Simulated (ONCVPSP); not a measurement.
Ranking ONCV potentials for silicon

All share these settings but for the change named:

```
Element                 : silicon (Si)
Generator               : ONCVPSP 4.0.1
Type                    : optimised norm-conserving Vanderbilt (ONCV)
Functional              : Wu-Cohen
Relativity              : non-relativistic
Frozen core             : [Ne]
Valence charge          : 4
Reference configuration : 3s1.5 3p2.5
Partial waves           : 3s: rc 1.55 bohr, ncon 4, nbas 7, qcut 3.6 1/bohr, 2 projectors, debl 1.3 Ha; 3p: rc 1.80 bohr, ncon 3, nbas 6, qcut 5.2 1/bohr, 2 projectors, debl 0.6 Ha; d scattering state at 0.41 Ha: rc 1.55 bohr, ncon 5, nbas 10, qcut 5.9 1/bohr, 2 projectors, debl 0.4 Ha
Local potential         : polynomial inside 1.45 bohr (lpopt 2, dvloc0 2 Ha)
Core correction         : Teter function, fcfact 3, rcfact 1.45
```

Test errors are all-electron minus pseudo excitation energies from the reference, over 3s2 3p2; 3s2 3p1; 3s2 3p0; 3s1 3p2. None of these files shows a bound ghost.

The base gives 11.3 meV.

Of 6 variants that were run, those that failed, showed a ghost or another fault, or gave nearly equal values are left out.

A variant can come out equal or close to the base, since the largest error may sit in a test that the change hardly touches while other tests move.

(1) Rank these variants by their largest absolute test error, smallest first.
A. core correction Teter function, fcfact 4.8, rcfact 1.45
B. all radii but the core radius scaled by about 1.34 (s 2.08, p 2.42, d 2.08 bohr); local potential polynomial inside 1.94 bohr (lpopt 2, dvloc0 2 Ha)
C. scalar-relativistic

## Answers

(1) C (10.3 meV), B (12.0 meV), A (16.2 meV).
